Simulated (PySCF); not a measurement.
Bond stretch in HI, singlet.

Levels of theory: RCCSD(T) = CCSD(T) on RHF/def2-TZVP, 4 core orbitals frozen, def2 effective core potentials past Kr (PySCF); UKS-wB97X-V = unrestricted wB97X-V/def2-TZVP, def2 effective core potentials past Kr in PySCF 2.14.0; RHF/STO-3G = restricted Hartree-Fock/STO-3G (PySCF 2.14.0).

Energies are in kJ/mol, each relative to the lowest point of its own curve near equilibrium.

```tsv
R / Å	RCCSD(T)	UKS-wB97X-V	RHF/STO-3G
1.28	182.1	180.9	201.7
1.36	89.9	89.2	100.9
1.47	22.9	22.4	24.8
1.50	13.3	12.9	13.8
1.57	1.4	1.2	…
1.61	0.0	0.0	0.0
1.66	2.5	2.9	…
1.71	8.7	9.7	14.8
1.75	15.8	17.4	26.0
1.88	47.6	52.4	77.0
1.98	76.9	85.6	…
2.19	140.6	161.9	245.1
2.42	201.5	…	378.1
2.68	251.3	285.0	514.4
2.91	277.7	305.1	615.2
3.23	292.9	318.2	722.6
3.51	293.6	323.2	789.5
3.97	285.3	…	…
4.33	277.6	327.1	891.8
4.81	269.6	327.5	918.8
5.70	261.2	327.6	947.0
6.44	257.7	327.7	962.2
```

What belongs in the gaps?


- 1.57, RHF/STO-3G: 0.7
- 1.66, RHF/STO-3G: 4.8
- 1.98, RHF/STO-3G: 126.7
- 2.42, UKS-wB97X-V: 238.6
- 3.97, UKS-wB97X-V: 326.2
- 3.97, RHF/STO-3G: 859.4

The unrestricted determinant behind UKS-wB97X-V is spin-contaminated at 2.42 to 6.44 Å (<S²> up to 1.0, against 0.00 for a pure singlet). The restricted form behind RHF/STO-3G keeps the bonding electrons paired and can't separate into open-shell fragments.
